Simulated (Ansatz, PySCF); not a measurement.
System: CSe2 (charge +1, doublet). 
Structure (B3LYP-D3(BJ)/def2-TZVP (Ansatz, a quantum-chemistry and plane-wave program) minimum search):
```
C
Se 1 1.6959
Se 1 1.6959 2 180.00
```
Charge +1, spin multiplicity 2.

Total electronic energies in hartree. Valence correlation only, unless marked. UHF or UKS for open shells. Spin-orbit coupling is left out. Frozen are the shells of the preceding noble gas and the d and f shells that filled before the atom's block. No relativistic terms. CBS marks a two-point X^-3 extrapolation of the correlation energy; Hartree-Fock from the larger set. The bracket is a focal-point correction in the basis named.

The UHF reference is spin-contaminated (<S^2> 0.39 over the pure value in the largest basis). The T1 diagnostic of CCSD in the largest basis is 0.051, which is high, so the coupled-cluster rows are less sure than usual.

| level | program | energy (Eh) |
|---|---|---|
| RI-HF/aug-cc-pVTZ | Ansatz | -4837.33081 |
| SVWN5/def2-TZVPD | Ansatz | -4833.71472 |
| PBE/def2-TZVPD | Ansatz | -4840.11473 |
| r2SCAN-D4/def2-TZVPD | Ansatz + dftd4 | -4840.82903 |
| B97M-V/def2-TZVPD | Ansatz | -4839.99763 |
| PBE0-D4/def2-TZVPD | Ansatz + dftd4 | -4840.25508 |
| MN15/def2-TZVPD | PySCF | -4841.46830 |
| HSE06-D3(BJ)/def2-TZVPD | Ansatz + dftd3 | -4840.26004 |
| LC-wPBE-D3(BJ)/def2-TZVPD | Ansatz + dftd3 | -4840.15625 |
| LC-wPBE-D4/def2-TZVPD | Ansatz + dftd4 | -4840.15644 |
| B2GP-PLYP-D4/def2-TZVPD | Ansatz + dftd4 | -4839.70583 |
| B2PLYP-D4/def2-TZVPD | Ansatz + dftd4 | -4840.01444 |
| RPA@PBE/cc-pVTZ | Ansatz | -4837.95999 |
| MP2/aug-cc-pVTZ | Ansatz | -4837.72262 |
| RI-MP2/aug-cc-pVTZ | Ansatz | -4837.72251 |
| SCS-MP2/6-31G | Ansatz | -4836.65208 |
| SCS-MP2/aug-cc-pVDZ | Ansatz | -4837.47831 |
| CCSD/aug-cc-pVTZ | Ansatz | -4837.76035 |
| CCSD/cc-pVTZ | Ansatz | -4837.75427 |
| CCSD/CBS(cc-pVTZ,cc-pVQZ) | Ansatz | -4837.8073 |
| CCSD(T)/6-31G* | Ansatz | -4836.98863 |
| RI-MP2/CBS(aug-cc-pVTZ,aug-cc-pVQZ)+[CCSD(T)-MP2]/aug-cc-pVTZ | Ansatz | -4837.8451 |
| CCSD(T)/CBS(cc-pVTZ,cc-pVQZ) | Ansatz | -4837.8399 |

Totals of different functionals don't rank their quality; only differences between species are comparable.
